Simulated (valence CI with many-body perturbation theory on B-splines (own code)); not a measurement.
The numbers below are computed, except where a source is named.
Level structure of V17+

Level of theory: configuration interaction combined with many-body perturbation theory (CI+MBPT): four valence electrons over a frozen Dirac-Fock core [He], radial functions for each j: 11 s, 11 p, 10 d, 8 f, 5 g, 2 h, with the one-electron correlation potential Σ1, the two-electron term Σ2, the three-electron term Σ3, Breit, model QED; selected CI, second order for the rest, scaled by the run's own slope (own B-spline code, finite nucleus).

No measured levels were compared; by estimate levels of excited configurations hold to 0.05 to 0.15 % of their energy, terms of the ground configuration to about 0.5 %. Among the levels kept, up to 850 cm⁻¹ of a level comes from second order outside the variational space, and about a tenth of that is noise between levels of different J, which matters for small intervals.

Levels 46 to 90 of 189, with energies above the lowest level, 2s²2p² ³P_0. "Leading %" is the weight of the configuration and term that name the level; weights of strongly mixed levels are sums over their largest components and can fall short, so below about 35 % the name and the second component can differ from the true leading terms, or belong to a minority configuration. In the jj column 3d3/2^4 stands for four electrons in 3d with j = 3/2.

| No. | Configuration | Term | J | E (× 10³ cm⁻¹) | Leading % | g | Leading jj |
| --- | --- | --- | --- | --- | --- | --- | --- |
| 46 | 2s2p²3s | ³P | 1 | 6177.1 | 90 | 1.505 | 2s 2p1/2 2p3/2 3s (79 %) |
| 47 | 2s²2p3d | ³P° | 2 | 6185.0 | 53 | 1.342 | 2s^2 2p3/2 3d5/2 (55 %) |
| 48 | 2s²2p3d | ³P° | 1 | 6186.7 | 74 | 1.281 | 2s^2 2p3/2 3d3/2 (88 %) |
| 49 | 2s²2p3d | ³P° | 0 | 6188.7 | 96 |  | 2s^2 2p3/2 3d3/2 (96 %) |
| 50 | 2s2p²3s | ³P | 2 | 6209.8 | 88 | 1.485 | 2s 2p1/2 2p3/2 3s (50 %) |
| 51 | 2s2p²3p | ⁵D° | 0 | 6229.5 | 95 |  | 2s 2p1/2^2 3p1/2 (52 %) |
| 52 | 2s2p²3p | ⁵D° | 1 | 6231.2 | 55 | 1.726 | 2s 2p1/2^2 3p1/2 (48 %) |
| 53 | 2s²2p3d | ¹F° | 3 | 6233.6 | 88 | 1.020 | 2s^2 2p3/2 3d5/2 (44 %) |
| 54 | 2s²2p3d | ¹P° | 1 | 6235.5 | 82 | 1.008 | 2s^2 2p3/2 3d5/2 (79 %) |
| 55 | 2s2p²3p | ³S° | 1 | 6250.2 | 50 | 1.836 | 2s 2p1/2 2p3/2 3p1/2 (67 %) |
| 56 | 2s2p²3p | ⁵D° | 2 | 6251.2 | 84 | 1.546 | 2s 2p1/2 2p3/2 3p1/2 (36 %) |
| 57 | 2s2p²3p | ⁵D° | 3 | 6275.6 | 90 | 1.512 | 2s 2p1/2 2p3/2 3p3/2 (77 %) |
| 58 | 2s2p²3p | ⁵P° | 1 | 6282.1 | 72 | 2.232 | 2s 2p1/2 2p3/2 3p3/2 (45 %) |
| 59 | 2s2p²3p | ⁵P° | 2 | 6283.2 | 73 | 1.745 | 2s 2p1/2 2p3/2 3p1/2 (38 %) |
| 60 | 2s2p²3p | ⁵D° | 4 | 6304.3 | 98 | 1.493 | 2s 2p3/2^2 3p3/2 (52 %) |
| 61 | 2s2p²3p | ⁵P° | 3 | 6304.7 | 77 | 1.602 | 2s 2p1/2 2p3/2 3p1/2 (31 %) |
| 62 | 2s2p²3p | ³D° | 1 | 6307.5 | 88 | 0.674 | 2s 2p1/2 2p3/2 3p3/2 (52 %) |
| 63 | 2s2p²3p | ³D° | 2 | 6326.9 | 87 | 1.226 | 2s 2p1/2 2p3/2 3p3/2 (63 %) |
| 64 | 2s2p²3s | ³D | 1 | 6343.7 | 95 | 0.514 | 2s 2p1/2 2p3/2 3s (74 %) |
| 65 | 2s2p²3s | ³D | 2 | 6347.0 | 93 | 1.175 | 2s 2p1/2 2p3/2 3s (65 %) |
| 66 | 2s2p²3s | ³D | 3 | 6351.3 | 95 | 1.339 | 2s 2p1/2 2p3/2 3s (51 %) |
| 67 | 2s2p²3p | ⁵S° | 2 | 6351.6 | 89 | 1.965 | 2s 2p1/2 2p3/2 3p1/2 (34 %) |
| 68 | 2s2p²3p | ³P° | 0 | 6354.8 | 96 |  | 2s 2p1/2 2p3/2 3p3/2 (80 %) |
| 69 | 2s2p²3p | ³D° | 3 | 6357.6 | 84 | 1.365 | 2s 2p3/2^2 3p3/2 (53 %) |
| 70 | 2s2p²3p | ³P° | 1 | 6367.6 | 85 | 1.482 | 2s 2p1/2 2p3/2 3p3/2 (47 %) |
| 71 | 2s2p²3p | ³P° | 2 | 6372.8 | 88 | 1.480 | 2s 2p1/2 2p3/2 3p3/2 (56 %) |
| 72 | 2s2p²3s | ¹D | 2 | 6401.6 | 94 | 1.016 | 2s 2p1/2 2p3/2 3s (60 %) |
| 73 | 2s2p²3d | ⁵F | 1 | 6403.5 | 92 | 0.088 | 2s 2p1/2^2 3d3/2 (49 %) |
| 74 | 2s2p²3d | ⁵F | 2 | 6409.0 | 83 | 1.077 | 2s 2p1/2 2p3/2 3d3/2 (32 %) |
| 75 | 2s2p²3d | ⁵F | 3 | 6419.4 | 74 | 1.313 | 2s 2p1/2^2 3d5/2 (34 %) |
| 76 | 2s2p²3d | ⁵F | 4 | 6438.6 | 82 | 1.372 | 2s 2p1/2 2p3/2 3d5/2 (79 %) |
| 77 | 2s2p²3d | ⁵D | 0 | 6451.0 | 96 |  | 2s 2p1/2 2p3/2 3d3/2 (91 %) |
| 78 | 2s2p²3d | ⁵D | 1 | 6451.5 | 85 | 1.459 | 2s 2p1/2 2p3/2 3d3/2 (81 %) |
| 79 | 2s2p²3d | ⁵D | 2 | 6452.4 | 63 | 1.460 | 2s 2p1/2 2p3/2 3d3/2 (63 %) |
| 80 | 2s2p²3d | ⁵D | 3 | 6456.3 | 46 | 1.479 | 2s 2p1/2 2p3/2 3d5/2 (40 %) |
| 81 | 2s2p²3d | ⁵F | 5 | 6462.9 | 98 | 1.395 | 2s 2p3/2^2 3d5/2 (53 %) |
| 82 | 2s2p²3s | ³S | 1 | 6468.1 | 51 | 1.717 | 2s 2p1/2^2 3s (41 %) |
| 83 | 2s2p²3d | ⁵D | 4 | 6476.3 | 77 | 1.459 | 2s 2p1/2 2p3/2 3d5/2 (38 %) |
| 84 | 2s2p²3s | ³P | 0 | 6479.1 | 75 |  | 2s 2p1/2 2p3/2 3s (56 %) |
| 85 | 2s2p²3d | ³P | 2 | 6481.1 | 74 | 1.394 | 2s 2p1/2 2p3/2 3d5/2 (37 %) |
| 86 | 2s2p²3d | ⁵P | 3 | 6495.6 | 66 | 1.594 | 2s 2p1/2 2p3/2 3d5/2 (34 %) |
| 87 | 2s2p²3d | ³F | 2 | 6501.1 | 85 | 0.797 | 2s 2p1/2 2p3/2 3d5/2 (59 %) |
| 88 | 2s2p²3p | ³F° | 2 | 6503.5 | 64 | 0.792 | 2s 2p1/2 2p3/2 3p1/2 (79 %) |
| 89 | 2s2p²3d | ⁵P | 2 | 6504.9 | 80 | 1.747 | 2s 2p1/2 2p3/2 3d3/2 (36 %) |
| 90 | 2s2p²3d | ³P | 1 | 6508.0 | 79 | 1.496 | 2s 2p1/2 2p3/2 3d5/2 (43 %) |

Names give the largest LS component (configuration and term), which can be under half, so a name can repeat, a term be missing and a line seem to break the LS rules; names also repeat where a configuration has a term twice.

Where two levels of one J and parity lie close, their mixing, g and order are uncertain.
